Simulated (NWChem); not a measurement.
System: BAsH3OF; SMILES FB([AsH2])O

```xyz
7

B      0.0129     1.0426     0.0058
As    -0.0313    -1.0284    -0.0486
H     -0.8907    -1.0974     1.2227
H      1.2789    -1.1815     0.7476
F     -1.1572     1.6906    -0.0234
O      1.1306     1.8126    -0.0253
H      1.9490     1.2886     0.0181
```
Atoms are numbered in this order, from 1.

Results from NWChem. Coordinates come from a PBE-D3(BJ)/def2-SVP optimisation. LC-ωPBE (HJS hole) with def2-SVP; x = 1 − exp(−ω/0.25 bohr⁻¹) is a scale chosen for this fit.

```
row           x  −ε(HOMO) (eV)
--------  -----  -------------
ω = 0.10  0.330           7.88
ω = 0.15  0.451           8.48
ω = 0.30  0.699           9.75
ω = 0.50  0.865       withheld
ω = 0.80  0.959          11.09
```

Q: Fit a straight line of the last column on the one before it, predict the withheld value, and compare with the run.

A: 
1. Means of the 4 shown rows: x = 0.6098, y = 9.300. Slope Σ(x − x̄)(y − ȳ)/Σ(x − x̄)² = 1.193/0.2334 = 5.110; intercept 6.184.
2. The shown rows scatter about the line by 0.008 (root mean square); the largest residual is +0.01, at ω = 0.10.
3. At x = 0.865 (ω = 0.50; inside the shown range) the line gives 10.60.
4. The run gives 10.61, +0.01 from the line.
